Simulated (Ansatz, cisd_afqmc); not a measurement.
System: HBr, charge 0, singlet. HBr (SMILES Br).
B3LYP-D3(BJ)/def2-TZVP minimum from Ansatz (a quantum-chemistry and plane-wave program):
```
Br
H 1 1.4248
```
Charge 0, spin multiplicity 1.

Total energies in cc-pVQZ, 8 correlated electrons, 14 frozen orbitals. Open shells are spin-unrestricted; no spin-orbit coupling. Cores are frozen in correlated methods (noble-gas shells, and filled d and f shells in the p block). No relativity. AFQMC/CISD: phaseless, guided by CISD from CCSD amplitudes; bars are statistical, one sigma. Outlying blocks are dropped, and bars are widened where a walk drifts. Over all cases where full CI ran beside it in this data, AFQMC minus full CI had a median of +0.1 mEh and passed +0.4 mEh in a tenth of the cases. Spin-orbit terms, left out, reach several kcal/mol for Br and I, and more for heavier atoms.

```tsv
method	program	energy (Eh)	minus CCSDT(Q) (mEh)
HF	Ansatz	-2573.05155	218.70
MP2	Ansatz	-2573.24357	26.68
CCSD	Ansatz	-2573.26151	8.74
CCSD(T)	Ansatz	-2573.26943	0.82
CCSDT(Q)	Ansatz	-2573.27025	0.00
AFQMC/CISD	cisd_afqmc	-2573.2707 ± 0.0004	-0.4 ± 0.4
```

Rough core times of Ansatz's runs on a shared machine: CCSD(T) under 20 s, CCSDT(Q) 60 s.
